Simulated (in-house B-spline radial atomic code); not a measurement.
Computed with a B-spline radial atomic code. Model: two electrons, singlet ground state, non-relativistic, full CI in B-splines with partial waves to l = 8 (at full coupling up to 3e-4 hartree above the limit, correlation up to 0.6 % small), density held at that of full coupling by Lieb maximisation.

W(λ) is the mean repulsion in the state of coupling λ less the Hartree energy of the fixed density. Its start is exact exchange, its initial slope is twice the second-order Görling-Levy correlation energy, and its area from 0 to 1 is E_xc. A straight curve means weak, dynamic correlation, and a curve that drops fast and flattens means strong correlation.

Command:
```bash
python run_ac.py task.json out
```
Settings (lengths in bohr, energies in hartree):
```
potential              ball
strength               1
lmax                   8
wall_radius            24.4
```

Run time, properties included: 8.4 s on 1 thread of Intel(R) Xeon(R) Processor @ 2.30GHz (shared host).

**W = mean repulsion less Hartree energy, and W of three functionals.**

Given: confinement empty hard sphere; hard wall radius 24.4 bohr; external potential zero inside.

Computed: LDA exchange minus exact 5.5048 millihartree; SCAN exchange minus exact -3.5144 millihartree.

| coupling | W xc (hartree) | W xc minus exchange (millihartree) | kinetic minus Kohn-Sham (millihartree) | LDA (PW92) W minus its exchange (millihartree) | PBE W minus its exchange (millihartree) | SCAN W minus its exchange (millihartree) |
| --- | --- | --- | --- | --- | --- | --- |
| 0 | -0.060614 | 0 | 0 | 0 | 0 | 0 |
| 0.02 | ? | ? | ? | ? | ? | ? |
| 0.05 | -0.066557 | -5.943 | 0.14 | -10.39 | -6.92 | -4.02 |
| 0.12 | -0.071387 | -10.773 | 0.53 | -16.56 | -11.93 | -7.92 |
| 0.25 | -0.075702 | -15.088 | 1.29 | -22.72 | -17.22 | -12.47 |
| 0.4 | -0.078009 | -17.395 | 2.02 | -26.75 | -20.79 | -15.57 |
| 0.6 | -0.079623 | -19.009 | 2.81 | -30.07 | -23.79 | -18.03 |
| 0.8 | -0.08058 | -19.966 | 3.47 | -32.29 | -25.81 | -19.54 |
| 1 | -0.081231 | -20.617 | 4.06 | -33.92 | -27.3 | -20.55 |
| 1.4 | ? | ? | ? | ? | ? | ? |
| 2 | -0.082858 | -22.244 | 6.36 | -38.42 | -31.46 | -22.8 |
| 3 | -0.0836 | -22.986 | 8.18 | -40.63 | -33.52 | -23.6 |
| 4.5 | -0.084229 | -23.615 | 10.49 | -42.55 | -35.32 | -24.14 |
| 7 | -0.08481 | -24.196 | 13.76 | -44.33 | -36.98 | -24.53 |
| 10 | -0.085214 | -24.6 | 17.14 | -45.54 | -38.13 | -24.75 |

Q: What belongs in the row 0.02?

A: W xc (hartree): -0.063339; W xc minus exchange (millihartree): -2.725; kinetic minus Kohn-Sham (millihartree): 0.03; LDA (PW92) W minus its exchange (millihartree): -5.89; PBE W minus its exchange (millihartree): -3.56; SCAN W minus its exchange (millihartree): -1.79.

Q: What belongs in the row 1.4?

A: W xc (hartree): -0.082087; W xc minus exchange (millihartree): -21.473; kinetic minus Kohn-Sham (millihartree): 5.07; LDA (PW92) W minus its exchange (millihartree): -36.21; PBE W minus its exchange (millihartree): -29.42; SCAN W minus its exchange (millihartree): -21.8.

Q: What is the PBE exchange minus exact?

A: -0.47897 millihartree.

**Energy parts, natural occupations and partial-wave weights.**

Computed: total energy 0.0655 hartree; exchange energy -0.060614 hartree; kinetic part of the DFT correlation energy 0.004055 hartree; kinetic part over minus potential part 0.19668; Kohn-Sham kinetic 0.021466 hartree; Lieb Oxford ratio E_xc over LDA exchange 1.4004.

```csv
natural,occupation of the shell (electrons)
s,1.3553
p,0.62586
d,0.014948
s,0.0037884
p,?
f,9.0536e-07
```

Q: What belongs in the row p?

A: occupation of the shell (electrons): 7.9662e-05.

```
wave      weight
   s     0.67956
   p           ?
   d    0.007474
   f  4.8631e-07
   g   6.792e-08
```

Q: What belongs in the row p?

A: weight: 0.31297.

Q: What is the Hartree energy?

A: 0.12123 hartree.

Q: What is the correlation energy?

A: -0.016562 hartree.

Half-way to full coupling W has made 88 % of its drop, against 50 % for a straight line, and second-order (GL2) theory, half the initial slope, overshoots the correlation energy by about 346 %: correlation is strong. Over couplings 0 to 1 the errors in E_xc come to about -4.1 millihartree for LDA, -4.4 millihartree for PBE, -2.1 millihartree for SCAN, so SCAN is nearest. In LDA and SCAN the errors of exchange and correlation have opposite signs, so the sum is smaller than the larger of the two.
